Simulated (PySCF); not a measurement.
Al(AsH2)(H)2 (AlAsH4), SMILES [AsH2][AlH2]. Geometry optimised at PBE0-D3(BJ)/def2-TZVP.

TDA-PBE0/def2-SVPD run with PySCF 2.14.0 puts the lowest singlet excitations at 4.30, 5.37, 5.81, 5.92, 6.07, 6.75 eV.

Problem. What are the lowest excitation roots from PySCF with ADC(2)/aug-cc-pVDZ? (The exact figures need the calculation; the answer reports its results.)

Solution. 4.56, 5.88, 5.89, 6.08, 6.33, 6.92 eV. S1 differs by 0.26 eV (second minus first; roots are paired by order, and the bases may differ).
